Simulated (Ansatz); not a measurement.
Program: Ansatz. Geometries: PBE0-D4/def2-TZVP. ΔE: electronic, gas phase. CCSD(T)/CBS adds triple-zeta CCSD(T) − MP2 to the extrapolated MP2 energy (def2 sets, frozen cores). This one scheme is used for every species. DFT in def2-TZVPP. B3LYP here is the variant with VWN-RPA as its local correlation; programs differ in this. Each species was taken in one conformer, which may not be the lowest.

Consider the ligand exchange at the Si–S bond: `O[SiH2][SiH](O)S` + H–F → `O[SiH2][SiH](O)F` + H₂S.

`O[SiH2][SiH](O)S`:

Z-matrix (Å, degrees):
```
Si
Si 1 2.344
O 1 1.655 2 107.1
H 1 1.492 2 110.6 3 -122.1
H 1 1.483 2 112.0 3 116.3
S 2 2.140 1 112.2 3 -72.8
O 2 1.656 1 101.7 3 47.7
H 2 1.489 1 117.0 3 169.8
H 3 0.960 1 115.7 2 -49.4
H 6 1.345 2 94.8 1 43.8
H 7 0.960 2 117.4 1 -170.0
```

H–F:

Z-matrix (Å, degrees):
```
F
H 1 0.920
```

`O[SiH2][SiH](O)F`:

Z-matrix (Å, degrees):
```
Si
Si 1 2.352
O 1 1.663 2 99.7
H 1 1.490 2 114.4 3 -118.9
H 1 1.492 2 113.0 3 118.0
F 2 1.602 1 108.9 3 100.6
O 2 1.635 1 105.6 3 -18.6
H 2 1.480 1 117.9 3 -138.7
H 3 0.958 1 118.7 2 -177.8
H 7 0.962 2 115.4 1 24.7
```

H₂S:

```xyz
3

S     0.101    0.060    0.608
H    -0.940    0.333   -0.192
H     0.839   -0.393   -0.416
```

```tsv
level	ΔE (kJ/mol)
PBE-D4	-64.0
PBE0-D4	-65.9
ωB97M-V	-80.3
PBE	-69.8
B3LYP	-89.1
SCS-MP2/def2-TZVPP	-81.2
CCSD/def2-TZVPP	-83.0
CCSD(T)/def2-TZVPP	-78.6
```

(1) What does CCSD(T)/CBS give? (An estimate is asked.)

Largest T1 diagnostic among the species: 0.012.

Answers

(1) Computed: -75.3 kJ/mol. The listed levels differ from it by 11.3, 9.4, -5.0, 5.5, -13.8, -5.9, -7.7, -3.3 kJ/mol.

In def2-TZVPP, CCSD(T) changes the Hartree–Fock value by +22.8 kJ/mol (the triples alone add +4.5 kJ/mol) and MP2 by +28.7 kJ/mol. The D4 term adds +9.5 kJ/mol with B3LYP and +5.4 kJ/mol with PBE0; it sums over pairs of atoms, weighted by their polarisabilities, and B3LYP, whose exchange is more repulsive, gets the larger term.
